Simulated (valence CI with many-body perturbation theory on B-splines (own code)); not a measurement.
**Pm⁵⁶⁺: calculated level list**

Computed by configuration interaction combined with many-body perturbation theory (CI+MBPT): three valence electrons over a frozen Dirac-Fock core [He], radial functions for each j: 11 s, 11 p, 10 d, 8 f, 5 g, 2 h, with the one-electron correlation potential Σ1, the two-electron term Σ2, the three-electron term Σ3, Breit, model QED; selected CI, second order for the rest, scaled by the run's own slope (own B-spline code, finite nucleus).

The last digits are not significant, and no measured levels were compared; by estimate large intervals hold to a few tenths of a per cent, small ones and those within an open d or f shell to about a per cent.

Levels 91 to 135 of 165, with energies above the lowest level, (2s^2 2p1/2) J=1/2. "Leading %" is the weight of the configuration and term that name the level; weights of strongly mixed levels are sums over their largest components and can fall short. In the jj column 3d3/2^4 stands for four electrons in 3d with j = 3/2.

| No. | Configuration | Term | J | E (eV) | Leading % | g | Second component | Leading jj |
| --- | --- | --- | --- | --- | --- | --- | --- | --- |
| 91 | 2p2.3p | 2P° | 1/2 | 8070.6 | 86 | 0.649 | 8 % 2p2.3p 4D° | 2p1/2 2p3/2 3p3/2 (99 %) |
| 92 | 2p2.3d | 2G | 7/2 | 8077.0 | 51 | 1.021 | 25 % 2p2.3d 2F | 2p1/2 2p3/2 3d3/2 (97 %) |
| 93 | 2p2.3d | 2D | 5/2 | 8090.6 | 35 | 1.145 | 32 % 2p2.3d 2F | 2p1/2 2p3/2 3d3/2 (94 %) |
| 94 | 2p2.3d | 2D | 3/2 | 8095.9 | 47 | 1.092 | 16 % 2p2.3d 4D | 2p1/2 2p3/2 3d3/2 (97 %) |
| 95 | 2p2.3d | 2P | 1/2 | 8104.0 | 36 | 1.685 | 35 % 2p2.3d 4P | 2p1/2 2p3/2 3d3/2 (99 %) |
| 96 | 2p2.3d | 4D | 7/2 | 8109.2 | 47 | 1.299 | 38 % 2p2.3d 4F | 2p1/2 2p3/2 3d5/2 (100 %) |
| 97 | 2p2.3d | 2P | 3/2 | 8125.6 | 38 | 1.342 | 30 % 2p2.3d 4P | 2p1/2 2p3/2 3d5/2 (96 %) |
| 98 | 2p2.3d | 2G | 9/2 | 8126.0 | 63 | 1.176 | 37 % 2p2.3d 4F | 2p1/2 2p3/2 3d5/2 (100 %) |
| 99 | 2p2.3d | 2F | 5/2 | 8127.0 | 42 | 1.136 | 24 % 2p2.3d 4D | 2p1/2 2p3/2 3d5/2 (96 %) |
| 100 | 2p2.3d | 2D | 5/2 | 8143.0 | 60 | 1.239 | 25 % 2p2.3d 4P | 2p1/2 2p3/2 3d5/2 (97 %) |
| 101 | 2p2.3d | 2F | 7/2 | 8148.9 | 68 | 1.121 | 14 % 2p2.3d 2G | 2p1/2 2p3/2 3d5/2 (98 %) |
| 102 | 2p2.3d | 2D | 3/2 | 8153.8 | 58 | 0.964 | 30 % 2p2.3d 2P | 2p1/2 2p3/2 3d5/2 (99 %) |
| 103 | 2p2.3d | 2P | 1/2 | 8158.8 | 60 | 1.171 | 35 % 2p2.3d 2S | 2p1/2 2p3/2 3d5/2 (99 %) |
| 104 | 2p2.3s | 4P | 5/2 | 8411.9 | 64 | 1.433 | 36 % 2p2.3s 2D | 2p3/2^2 3s (100 %) |
| 105 | 2p2.3s | 2P | 3/2 | 8421.3 | 54 | 1.161 | 35 % 2p2.3s 2D | 2p3/2^2 3s (100 %) |
| 106 | 2p2.3s | 2S | 1/2 | 8470.2 | 69 | 1.980 | 20 % 2p2.3s 4P | 2p3/2^2 3s (99 %) |
| 107 | 2p2.3p | 2P° | 3/2 | 8477.8 | 26 | 1.431 | 26 % 2p2.3p 4P° | 2p3/2^2 3p1/2 (100 %) |
| 108 | 2p2.3p | 2D° | 5/2 | 8480.3 | 40 | 1.172 | 26 % 2p2.3p 2F° | 2p3/2^2 3p1/2 (100 %) |
| 109 | 2p2.3p | 2P° | 1/2 | 8533.2 | 76 | 0.655 | 16 % 2p2.3p 4D° | 2p3/2^2 3p1/2 (99 %) |
| 110 | 2p2.3p | 2D° | 5/2 | 8642.1 | 53 | 1.305 | 37 % 2p2.3p 4P° | 2p3/2^2 3p3/2 (100 %) |
| 111 | 2p2.3p | 4D° | 7/2 | 8642.2 | 64 | 1.307 | 36 % 2p2.3p 2F° | 2p3/2^2 3p3/2 (100 %) |
| 112 | 2p2.3p | 2P° | 1/2 | 8643.7 | 56 | 1.251 | 33 % 2p2.3p 2S° | 2p3/2^2 3p3/2 (99 %) |
| 113 | 2p2.3p | 2P° | 3/2 | 8683.9 | 62 | 1.303 | 15 % 2p2.3p 2D° | 2p3/2^2 3p3/2 (100 %) |
| 114 | 2p2.3d | 2D | 3/2 | 8702.2 | 32 | 1.161 | 25 % 2p2.3d 4P | 2p3/2^2 3d3/2 (100 %) |
| 115 | 2p2.3d | 4D | 5/2 | 8703.8 | 29 | 1.164 | 22 % 2p2.3d 2F | 2p3/2^2 3d3/2 (96 %) |
| 116 | 2p2.3d | 2F | 7/2 | 8705.5 | 39 | 1.089 | 30 % 2p2.3d 2G | 2p3/2^2 3d3/2 (99 %) |
| 117 | 2p2.3d | 4P | 1/2 | 8707.1 | 43 | 1.503 | 37 % 2p2.3d 2P | 2p3/2^2 3d3/2 (96 %) |
| 118 | 2p2.3p | 2P° | 3/2 | 8708.4 | 64 | 1.314 | 14 % 2p2.3p 2D° | 2p3/2^2 3p3/2 (100 %) |
| 119 | 2p2.3d | 2F | 7/2 | 8736.9 | 52 | 1.227 | 38 % 2p2.3d 4D | 2p3/2^2 3d5/2 (100 %) |
| 120 | 2p2.3d | 4F | 9/2 | 8737.8 | 63 | 1.236 | 37 % 2p2.3d 2G | 2p3/2^2 3d5/2 (100 %) |
| 121 | 2p2.3d | 2P | 1/2 | 8751.5 | 52 | 1.348 | 30 % 2p2.3d 2S | 2p3/2^2 3d5/2 (96 %) |
| 122 | 2p2.3d | 2D | 3/2 | 8755.5 | 50 | 0.953 | 27 % 2p2.3d 2P | 2p3/2^2 3d3/2 (73 %) |
| 123 | 2p2.3d | 2D | 5/2 | 8772.4 | 61 | 1.179 | 11 % 2p2.3d 2F | 2p3/2^2 3d5/2 (97 %) |
| 124 | 2p2.3d | 2D | 3/2 | 8777.8 | 57 | 1.070 | 17 % 2p2.3d 2P | 2p3/2^2 3d5/2 (73 %) |
| 125 | 2p2.3d | 2D | 5/2 | 8805.6 | 67 | 1.184 | 12 % 2p2.3d 2F | 2p3/2^2 3d5/2 (98 %) |
| 126 | 2s2.4s | 2S | 1/2 | 9194.8 | 98 | 1.995 |  | 2s^2 4s (98 %) |
| 127 | 2s2.4p | 2P° | 1/2 | 9222.0 | 98 | 0.659 |  | 2s^2 4p1/2 (98 %) |
| 128 | 2s2.4p | 2P° | 3/2 | 9296.4 | 97 | 1.330 |  | 2s^2 4p3/2 (97 %) |
| 129 | 2s2.4d | 2D | 3/2 | 9316.1 | 98 | 0.794 |  | 2s^2 4d3/2 (98 %) |
| 130 | 2s.2p.4s | 4P° | 1/2 | 9322.7 | 77 | 2.196 | 23 % 2s.2p.4s 2P° | 2s 2p1/2 4s (100 %) |
| 131 | 2s2.4d | 2D | 5/2 | 9337.8 | 98 | 1.195 |  | 2s^2 4d5/2 (98 %) |
| 132 | 2s.2p.4p | 4D | 1/2 | 9346.9 | 66 | 0.425 | 21 % 2s.2p.4p 2P | 2s 2p1/2 4p1/2 (100 %) |
| 133 | 2s.2p.4s | 4P° | 3/2 | 9348.8 | 60 | 1.552 | 38 % 2s.2p.4s 2P° | 2s 2p1/2 4s (98 %) |
| 134 | 2s2.4f | 2F° | 5/2 | 9348.9 | 98 | 0.851 |  | 2s^2 4f5/2 (98 %) |
| 135 | 2s.2p.4s | 2P° | 1/2 | 9354.2 | 86 | 0.912 | 14 % 2s.2p.4s 4P° | 2s 2p1/2 4s (99 %) |
